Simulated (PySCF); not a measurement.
Pm: ionisation energy

Pm [Xe] 4f5 6s2 [4f5/2^5, M_J = 5/2] → Pm⁺ [Xe] 4f5 6s1 [4f5/2^5 6s1/2^1, M_J = 2], as a difference of total energies. Calculation: PySCF 2.14, in x2c-SVPall-2c with one added diffuse shell each of s, p, d, f type (8s11p10d4f1g, 128 functions); the two-component X2C-1e Hamiltonian. Correlated levels: [Ar] 3d10 frozen; the 16 highest virtual spinors dropped. "Screened" scales the spin-orbit matrix elements by Boettger's factors to mimic the two-electron term; Breit and QED terms are absent.

| method | ionisation energy (eV) | error (eV) |
| --- | --- | --- |
| GHF (spin-free) | 4.520 | -1.062 |
| GMP2 (spin-free) | 5.398 | -0.184 |
| GHF (screened spin-orbit) | 4.521 | -1.061 |
| GMP2 (screened spin-orbit) | 5.400 | -0.182 |

Reference: 5.582 eV (measured; NIST Atomic Spectra Database, ionization energies).

The spin-free rows relax to the high-spin LS determinant and lack the spin-orbit shift.

Errors of the correlated levels include the incompleteness of this basis and the frozen core.

The labels give the starting determinants; with spin-orbit coupling the two ends relaxed to ⟨J²⟩ = 13.16, ⟨L²⟩ = 29.87, ⟨S²⟩ = 8.71 and ⟨J²⟩ = 11.42, ⟨L²⟩ = 29.88, ⟨S²⟩ = 11.94.

MP2 underrates the near-degeneracy of ns² with np² in the lower species.

The determinant of Pm and of Pm⁺ mixes levels of different J (the jj label is only the starting occupation), so the difference between spin-free and spin-orbit rows is not the physical spin-orbit shift.
